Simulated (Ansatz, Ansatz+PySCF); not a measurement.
```xyz
12

C     1.3986    0.0093    0.0002
C     0.7030    1.2131    0.0066
C    -0.6987    1.2178    0.0020
C    -1.3908   -0.0086   -0.0029
C    -0.6955   -1.1984   -0.0015
C     0.7054   -1.2136   -0.0025
H     2.4974    0.0031   -0.0008
H     1.2412    2.1468    0.0056
H    -1.2478    2.1631   -0.0038
H    -2.4971    0.0006    0.0039
H    -1.2433   -2.1583    0.0093
H     1.2390   -2.1540   -0.0086
```

Basis set: def2-SVP (spherical functions). Frozen core: 6 orbitals. Charge 0, multiplicity 1.

Computed with Ansatz (development build ahead of 0.2.0); each method stands on the lowest determinant of its kind that the runs found. Restricted open shells among the atoms or ions are ROHF, correlated in semicanonical orbitals with singles.

(1) Give the atomization energy at this shape (free ground-state atoms in the same class of orbitals less the molecule, no zero-point energy) of singlet C₆H₆ by RHF-MP2, UHF-MP2, UHF, RHF.

Results:

(1)

```csv
method,atomization energy
RHF-MP2,1348.86 kcal/mol
UHF-MP2,1327.80 kcal/mol
UHF,1048.11 kcal/mol
RHF,1061.25 kcal/mol
```

Caution for UHF-MP2: another reference gives a lower total. Caution for UHF-MP2, UHF: the unrestricted determinant is spin contaminated.
